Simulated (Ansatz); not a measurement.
A run on `F[SiH2][SiH](F)S` with other settings.

```yaml
crystal:
  periodic: [false, false, false]
  atoms:
    - {symbol: F, position_ang: [-1.421022, 0.404669, 1.506687]}
    - {symbol: Si, position_ang: [0.171287, 0.384940, 1.277748]}
    - {symbol: Si, position_ang: [0.529310, -0.472780, -0.878085]}
    - {symbol: F, position_ang: [0.557342, -2.074492, -0.816828]}
    - {symbol: S, position_ang: [-1.017551, 0.259917, -2.128623]}
    - {symbol: H, position_ang: [0.667707, 1.781744, 1.366708]}
    - {symbol: H, position_ang: [0.776884, -0.437450, 2.355029]}
    - {symbol: H, position_ang: [1.796702, -0.036710, -1.511668]}
    - {symbol: H, position_ang: [-1.972261, 0.143963, -1.188068]}
basis:
  gaussian: {orbitals: def2-TZVPD}
total_charge: -1
magnetization: {spin_polarized: false, initial_magnetization: 1}
hamiltonian: {xc: {name: wB97M-V}, pseudopotentials: {relativity: none}}
accuracy: high
output: {forces: true}
```

```sh
$ ansatz run in.yaml --threads 4 --pin off --events-out ev --progress --plain --max-ram 10444MiB
```

Shortened log:

```
Functional definition: wB97M-V
4061 factors; integrals over basis functions are off by at most 3.8e-9 eV
700 factors; integrals over basis functions are off by at most 2.1e-9 eV
mean field evaluation 1: about -32092.0481 eV, gradient 2.0e1 eV
mean field evaluation 2: about -32092.1528 eV, gradient 2.0e1 eV
mean field evaluation 4: about -32093.4655 eV, gradient 2.8e0 eV
mean field evaluation 8: about -32093.4987 eV, gradient 4.0e-1 eV
mean field evaluation 16: about -32093.5006 eV, gradient 7.8e-3 eV
mean field evaluation 32: about -32093.5006 eV, gradient 1.4e-5 eV
mean field -32093.50060145 eV, -1179.4143933474 hartree, gradient 8.9e-8 eV, S^2 0.750000; 6 other end points of the search recorded, 0 dependent functions left out
reference -32093.50060474 eV, -1179.4143934682 hartree; 34, 33 occupied and 214, 215 virtual orbitals, 4061 factors
Total energy: -32093.50060474 eV, -1179.4143934682 hartree
Atom 0 at    -1.421022     0.404669     1.506687 Å, force    -1.376451     0.275180     0.543878 eV/Å
Atom 1 at     0.171287     0.384940     1.277748 Å, force     1.613854    -0.618515    -1.245573 eV/Å
Atom 2 at     0.529310    -0.472780    -0.878085 Å, force     0.406666     1.023285     2.193384 eV/Å
Atom 3 at     0.557342    -2.074492    -0.816828 Å, force     0.181780    -0.897714    -0.294125 eV/Å
Atom 4 at    -1.017551     0.259917    -2.128623 Å, force    -0.502096     0.288108    -0.952814 eV/Å
Atom 5 at     0.667707     1.781744     1.366708 Å, force    -0.239464     0.121362     0.113905 eV/Å
Atom 6 at     0.776884    -0.437450     2.355029 Å, force    -0.078776    -0.006851     0.050902 eV/Å
Atom 7 at     1.796702    -0.036710    -1.511668 Å, force    -0.123733    -0.185126    -0.482498 eV/Å
Atom 8 at    -1.972261     0.143963    -1.188068 Å, force     0.118220     0.000271     0.072940 eV/Å
Dipole moment:    -0.005258    -0.098063    -0.309727 e Å
```

Hardware: 4 threads of an Arm Neoverse V1 on a shared host. Wall time 4.5 min, peak host memory 3.3 GiB.
